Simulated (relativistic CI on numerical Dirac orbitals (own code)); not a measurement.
**What each ingredient does to the levels of Pd⁷⁺**

Base calculation: Dirac-Coulomb-Breit CI, KLI orbitals optimised for each configuration, model QED (radiative potential, 1s self-energy scaled to tabulated hydrogen-like ionisation energies), unscaled Slater integrals.

CI space (outside the closed core [Ar] 3d10): 4s2 4p6 4d3, 4s2 4p6 4d2 5s, 4s2 4p6 4d2 4f, 4s2 4p5 4d4, 4s2 4p6 4d2 5p, 4s 4p6 4d4, 4s2 4p6 4d 5s 5p, 4s2 4p6 4d2 5d, 4s2 4p6 4d 4f 5s, 4s2 4p6 4d2 6s, 4s2 4p6 4d2 6p, 4s2 4p6 4d 5s2, 4s2 4p6 4f 5s2, 4s2 4p6 5s2 5p, 4s2 4p6 5s2 5d, 4s2 4p6 4d 4f2, 4s2 4p6 4f2 5s, 4s2 4p6 4f3, 4s2 4p6 4f2 5p, 4s2 4p6 4f2 5d, 4s2 4p6 4d 5p2, 4s2 4p6 5s 5p2, 4s2 4p6 4f 5p2, 4s2 4p6 5p3, 4s2 4p6 5p2 5d, 4s2 4p6 4d 4f 5p, 4s2 4p6 4f 5s 5p, 4s2 4p6 4f 5p 5d. Double excitations out of closed p, d and f shells are left out; levels of such configurations are missing from the list, as are those of other unlisted configurations, and high levels can miss mixing partners. These lack a partner that the ground configuration has and come out too high: 4s2 4p6 4d2 6s, 4s2 4p6 4d2 6p.

Variants: (1) only the first configuration; (2) one mean potential for all configurations. Shifts of the energy above 4s2 4p6 4d3 4F_3/2, in cm⁻¹, for the lowest level and the first level of each name with at least 55 % of one term (blank where a level changes its place among those of its configuration and J or its character, or is not in the variant):

| Level | Base | Δ(1) | Δ(2) |
| --- | --- | --- | --- |
| 4s2 4p6 4d3 4F_3/2 | 0.0 | 0.0 | 0.0 |
| 4s2 4p6 4d3 4F_5/2 | 2371.9 | -41.3 | -25.1 |
| 4s2 4p6 4d3 4F_7/2 | 5134.3 | -54.6 | -49.1 |
| 4s2 4p6 4d3 4F_9/2 | 8015.7 | -33.9 | -68.6 |
| 4s2 4p6 4d3 4P_3/2 | 17340.6 | +2170.2 | +24.1 |
| 4s2 4p6 4d3 4P_1/2 | 17661.9 | +2187.4 | +8.6 |
| 4s2 4p6 4d3 4P_5/2 | 21226.6 | +2235.9 | -23.7 |
| 4s2 4p6 4d3 2G_7/2 | 22130.2 | +476.2 | -32.0 |
| 4s2 4p6 4d3 2G_9/2 | 23713.7 | +38.4 | -37.2 |
| 4s2 4p6 4d3 2P_1/2 | 27578.0 | +1953.8 | -5.4 |
| 4s2 4p6 4d3 2D_5/2 | 31404.1 | +2849.7 | -28.3 |
| 4s2 4p6 4d3 2H_9/2 | 31809.3 | -432.2 | -77.5 |
| 4s2 4p6 4d3 2H_11/2 | 32052.7 | -846.2 | -63.5 |
| 4s2 4p6 4d3 2P_3/2 | 33914.6 | +2278.1 | -52.6 |
| 4s2 4p6 4d3 2F_7/2 | 44882.1 | +2224.8 | -7.8 |
| 4s2 4p6 4d3 2F_5/2 | 45529.0 | +2290.8 | -4.9 |
| 4s2 4p6 4d2 5s 4F_3/2 | 266278.1 |  | -289.8 |
| 4s2 4p6 4d2 5s 4F_5/2 | 268059.9 |  | -266.6 |
| 4s2 4p6 4d2 5s 4F_7/2 | 271206.4 |  | -244.5 |
| 4s2 4p6 4d2 5s 4F_9/2 | 274892.6 |  | -222.9 |
| 4s2 4p6 4d2 5s 2F_5/2 | 277680.4 |  | -39.4 |
| 4s2 4p6 4d2 5s 2F_7/2 | 283381.0 |  | +11.2 |

At this charge configurations can still be misplaced by up to about 7 % of their energy. Terms inside the open d or f shell come out 10 to 20 % too wide with unscaled integrals.

Ionisation energy from the two ground configurations alone: base 120.238 eV. The NIST ASD value (theoretical) is 120 eV.

LS names give the leading component of a level, which can be under half, so a name can repeat, a term be missing and a line seem to break the LS rules.
